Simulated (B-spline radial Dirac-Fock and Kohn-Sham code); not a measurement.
# Dipole and non-dipole photoemission parameters of Zr²⁺ 3p1/2

System: Zr²⁺ in the configuration 1s2 2s2 2p6 3s2 3p6 3d10 4s2 4p6 4d2; threshold 360.1 eV (orbital energy of the model). These are calculated numbers from a radial B-spline solver; the model is Dirac-Hartree-Slater photoionisation with a Latter tail; cross sections with all multipoles, angular parameters from the dipole term and its interference with E2.

For linearly polarised light dσ/dΩ = σ/(4π) [1 + β P₂(cos θ) + (δ + γ cos²θ) sin θ cos φ], with θ from the polarisation vector and φ the angle between the beam and the projection of the electron momentum on the plane normal to the polarisation.

```csv
hν (eV),σ (kb),β,γ,δ
400,191,0.392,-0.044,0.110
535,164,1.205,0.245,0.034
621,142,1.373,0.172,0.015
800,104,1.524,0.038,0.003
801,103,1.524,0.037,0.003
852,94.5,1.547,0.015,0.002
1090,?,?,?,?
1140,58.9,1.604,-0.022,0.001
1253.6,49.7,1.610,-0.011,0.002
2010,19.3,1.585,0.173,0.007
2380,13.3,1.558,0.279,0.011
2450,12.4,1.553,0.299,0.011
2490,12.0,1.550,0.310,0.012
2530,11.5,1.547,0.321,0.012
3710,4.57,1.457,0.620,0.026
4120,3.49,1.427,0.710,0.031
6000,1.28,1.305,1.043,0.059
8970,0.405,1.153,1.403,0.104
12000,0.169,1.033,1.651,0.150
12500,0.149,1.016,1.685,0.158
13200,0.126,0.992,1.729,0.168
15000,0.0846,0.938,1.832,0.194
```

Question: Give the values at 1090 eV.

Answer: σ = 63.7 kb, β = 1.599, γ = -0.023, δ = 0.001.
